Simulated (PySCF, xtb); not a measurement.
InH₂F, SMILES [F][InH2].

Harmonic wavenumbers (cm⁻¹) from GFN2-xTB (xtb) at its own minimum, in rising order: 314, 369, 392, 535, 1551, 1643.

**Question.** What does r2SCAN-D4/def2-TZVP run with PySCF 2.14.0 give at its own minimum? (An estimate is asked for; the answer gives what the named calculation found.)

**Answer.** 408, 540, 565, 597, 1867, 1887. Paired by order, the mean absolute difference is 177 cm⁻¹ and the zero-point energies are 6.9 and 8.4 kcal/mol.
